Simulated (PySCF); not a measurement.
Isomers of C6H7NO, one GFN2-xTB conformer each. Single-point energies are computed at PBE0/pcSseg-1 (PySCF, gas phase, no added dispersion term), electronic only.

| SMILES | GFN2-xTB relative energy (kcal/mol) |
| --- | --- |
| Nc1cccc(O)c1 | 0.0 |
| CC(=O)c1cc[nH]c1 | 0.8 |
| c1nocc1C1CC1 | 35.2 |
| OCc1ccccn1 | 6.2 |

Conformers: `[NH2:1][c:2]1[cH:3][cH:4][cH:5][c:6]([OH:7])[cH:8]1` with C5–C6–O7–H 1°; `[CH3:1][C:2](=[O:3])[c:4]1[cH:5][cH:6][nH:7][cH:8]1` with C1–C2–C4–C5 0°; `[cH:1]1[n:2][o:3][cH:4][c:5]1[CH:6]1[CH2:7][CH2:8]1` with C4–C5–C6–C7 -33°; `[OH:1][CH2:2][c:3]1[cH:4][cH:5][cH:6][cH:7][n:8]1` with H–O1–C2–C3 0°, O1–C2–C3–C4 180°.

Question: What does PBE0/pcSseg-1 give for the same structures?

Answer: 
| SMILES | PBE0/pcSseg-1 E (Eh) | PBE0/pcSseg-1 (kcal/mol) | GFN2-xTB (kcal/mol) | point group |
| --- | --- | --- | --- | --- |
| Nc1cccc(O)c1 | -362.37063 | 0.0 | 0.0 | near Cs |
| CC(=O)c1cc[nH]c1 | -362.36595 | 2.9 | 0.8 | Cs |
| OCc1ccccn1 | -362.35789 | 8.0 | 6.2 | Cs |
| c1nocc1C1CC1 | -362.27824 | 58.0 | 35.2 | – |

Both levels put the same isomer lowest; measured from each level's own lowest isomer, the values differ by up to 22.8 kcal/mol (c1nocc1C1CC1: 35.2 against 58.0). As drawn, the lowest has an O–H bond and an N–H bond, which the highest lacks; the highest has a three-membered ring and an N–O linkage, which the lowest lacks.

Question: Which frontier levels, dipoles and rotational constants go with these structures?

Answer: 
```
          SMILES  HOMO (eV, PBE0/pcSseg-1)  LUMO (eV)  dipole (D)     A, B, C (MHz)
    Nc1cccc(O)c1                     -5.84       0.20        1.18  3791, 1841, 1240
CC(=O)c1cc[nH]c1                     -6.61      -0.69        4.36  4878, 1568, 1196
      OCc1ccccn1                     -7.23      -1.01        3.90  5107, 1599, 1227
    c1nocc1C1CC1                     -7.10      -0.40        3.61  6160, 1383, 1239
```

Question: As an exercise, what shares would exp(−E/RT) give at 1000 K from these electronic energies alone (no entropy, no degeneracies)?

Answer: RT = 1.987 kcal/mol: Nc1cccc(O)c1 80.3 %, CC(=O)c1cc[nH]c1 18.3 %, OCc1ccccn1 1.4 %, c1nocc1C1CC1 under 0.1 %.
